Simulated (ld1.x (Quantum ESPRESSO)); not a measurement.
**What one change does to a pseudopotential (carbon, TM semilocal)**

carbon, norm-conserving Troullier–Martins (semilocal form), made with ld1.x (Quantum ESPRESSO) 7.5 (PBE, scalar-relativistic). Core [He], reference 2s2 2p2. Waves: 2p (bound): rc 1.50 bohr; 2s (bound): rc 0.90 bohr. Local part: the s channel. Core correction: Bessel-smoothed model core, default radius (core density twice the valence density).

All-electron outer shells of the reference configuration (PBE, scalar-relativistic, ld1.x):

| shell | level (eV) | outermost node (bohr) | outermost maximum (bohr) |
| --- | --- | --- | --- |
| 1s | -273.38 | – | 0.17 |
| 2s | -13.75 | 0.38 | 1.22 |
| 2p | -5.29 | – | 1.20 |

Change: functional LDA (PZ).

Cutoffs: the cutoffs (Ry, on a coarse ladder) from which the occupation-weighted sum of valence levels, in a spherical-Bessel basis at the reference potential, stays within 10 and 1 mRy of its value at 400 Ry; they do not see the model core or the augmentation charge, which bear on the density cutoff. Errors are all-electron minus pseudo energies relative to the spin-unpolarised reference configuration.

Problem. What does the change do?

Solution. The potential gets neither clearly harder nor softer (55 Ry and 110 Ry → 55 Ry and 110 Ry); the number of tests with a reliable result goes from 7 to 9; of the 7 tests that both files solve, the error grows in 0 and shrinks in 3 by more than 15 % and 0.3 meV (median size 5.6 → 5.5 meV); neither file shows a bound ghost. A semilocal file is local in each channel, so a ghost entry of none says nothing of the separable form that plane-wave codes build from it.

| quantity | base | changed |
| --- | --- | --- |
| cutoff, loose | 55 Ry | 55 Ry |
| cutoff, tight | 110 Ry | 110 Ry |
| bound ghosts | none | none |
| error for 2s2 2p1, meV [ΔE 10.86 → 10.99 eV] | +7.1 | +5.5 |
| error for 2s2 2p0, meV [ΔE 35.02 → 35.25 eV] | +97 | +79 |
| error for 2s1 2p0, meV [ΔE 83.21 eV] | +214 | +192 |
| error for 2s2 2p1.5, meV [ΔE 3.96 → 4.03 eV] | +0.6 | +0.4 |
| error for 2s2 2p2.3, meV [ΔE -1.16 → -1.20 eV] | +0.1 | 0.0 |
| error for 2s1 2p3, meV [ΔE 8.48 → 8.24 eV] | +5.6 | +6.3 |
| error for 2s1 2p2, meV [ΔE 19.62 → 19.48 eV] | -4.9 | -2.3 |
| s: phases at 1.65 bohr within 0.05 rad from the reference energy up to (Ry; the scan ends near 5) | to the end of the scan | to the end of the scan |
| p: phases at 1.65 bohr within 0.05 rad from the reference energy up to (Ry; the scan ends near 5) | 4.3 | 4.3 |
